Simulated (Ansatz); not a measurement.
cyclo-(H2GeO)2 (Ge2O2H4), relaxed as a singlet with RKS PBE-D4/def2-SVP in Ansatz, starting from the GFN2-xTB geometry. Force threshold 0.02 eV/Å.

Start:

Cartesian coordinates in Å:
```
Ge 0.477 -0.346 1.148
H 1.550 0.464 1.819
H -0.020 -1.576 1.854
O -0.881 0.688 0.575
Ge -0.476 0.347 -1.147
H 0.020 1.576 -1.856
H -1.550 -0.464 -1.818
O 0.880 -0.688 -0.575
```

```json
{"step": "1", "energy (eV)": "-117157.8837", "largest force component (eV/Å)": "0.929", "SCF passes": "16"}
{"step": "2", "energy (eV)": "-117158.0207", "largest force component (eV/Å)": "0.405", "SCF passes": "19"}
{"step": "3", "energy (eV)": "-117158.0326", "largest force component (eV/Å)": "0.137", "SCF passes": "18"}
{"step": "4", "energy (eV)": "-117158.0340", "largest force component (eV/Å)": "0.010", "SCF passes": "19"}
```

Force components are those of the run's own axes.

End:

Cartesian coordinates in Å:
```
Ge 0.485 -0.352 1.164
H 1.591 0.449 1.901
H 0.007 -1.610 1.938
O -0.899 0.702 0.587
Ge -0.485 0.352 -1.164
H -0.007 1.610 -1.938
H -1.591 -0.448 -1.901
O 0.899 -0.703 -0.587
```

By distances, no bond broke or formed. The bond that changes most is Ge1–H2, from 1.50 to 1.55 Å (atoms count from 1).

No frequencies were taken in this run, so the end may be a saddle point.

Run time 1.7 s (4 threads of Intel Xeon 6975P-C on a shared host).
